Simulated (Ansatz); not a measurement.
Relaxation of B$_{2}$H$_{10}$NPSi$_{2}$ (16 atoms, charge 0, multiplicity 1), to a largest force component of 0.02 eV/Å in at most 50 steps.

Computed with RKS PBE-D4/6-31G in Ansatz 0.2.0.

```xyz
16
Properties=species:S:1:pos:R:3:forces:R:3
N -1.420 -0.818 0.905 -1.39 3.31 0.63
B -0.077 -0.982 0.316 2.82 -1.99 1.00
Si 0.535 -2.781 -0.005 0.55 -0.02 0.96
B 1.021 0.314 0.018 -1.25 -1.55 2.80
Si 0.393 2.135 0.294 0.89 0.59 0.69
P -0.919 2.829 -1.337 -0.91 1.36 -1.26
H -1.341 -0.227 1.783 -0.57 -0.72 -0.21
H -1.968 -0.165 0.215 0.33 -1.26 1.28
H 0.904 -2.928 -1.372 0.60 -0.54 -1.86
H -0.475 -3.745 0.407 -0.75 -0.88 0.14
H 1.759 -3.017 0.845 0.18 -0.18 0.02
H -0.076 -0.056 -0.399 -0.88 1.56 -4.09
H 1.536 3.026 0.322 0.82 0.98 0.15
H -0.340 2.264 1.615 0.06 -0.18 0.03
H -0.010 2.339 -2.367 -0.04 0.00 -0.15
H -1.711 1.637 -1.333 -0.46 -0.51 -0.12
```

Question: Where does it end, and by what steps?

Answer: It converged. The force dipped under the threshold on the way, but the program's further checks kept it going. Limits of this set-up: no polarisation functions. After 34 steps the energy has fallen by 4.139 eV; H9 moved furthest, 1.60 Å. Joined: N1–B4 (2.83 → 1.61 Å).

```tsv
step	energy less start (eV)	largest force component (eV/Å)	accepted
0	0.0000	4.094	yes
2	-2.6158	1.005	yes
4	-3.3607	0.896	yes
6	-3.7383	3.291	yes
8	-4.0376	0.368	yes
10	-4.0884	0.053	yes
12	-4.0986	0.213	yes
14	-4.1067	0.030	yes
16	-4.1050	0.236	no
18	-4.1207	0.022	yes
20	-4.1272	0.143	yes
22	-4.1327	0.054	yes
24	-4.1356	0.054	yes
26	-4.1368	0.019	yes
28	-4.1375	0.023	yes
30	-4.1376	0.063	no
32	-4.1383	0.025	yes
34	-4.1386	0.018	yes
```

```xyz
16
Properties=species:S:1:pos:R:3
N -1.151 -0.492 0.769
B 0.230 -1.202 0.323
Si 0.761 -3.111 0.142
B 0.149 0.357 0.336
Si 0.431 2.311 0.140
P -1.093 3.446 -1.269
H -1.349 -0.510 1.772
H -2.018 -0.533 0.219
H 2.154 -3.262 -0.436
H -0.180 -3.930 -0.730
H 0.753 -3.775 1.508
H 0.297 -0.412 -0.798
H 1.805 2.663 -0.392
H 0.263 2.996 1.485
H -0.953 2.523 -2.401
H -2.286 2.755 -0.761
```

The run took 2.3 min on 2 threads of Intel(R) Xeon(R) Platinum 8488C (Sapphire Rapids), with other jobs on the host, peak memory 0.18 GiB.
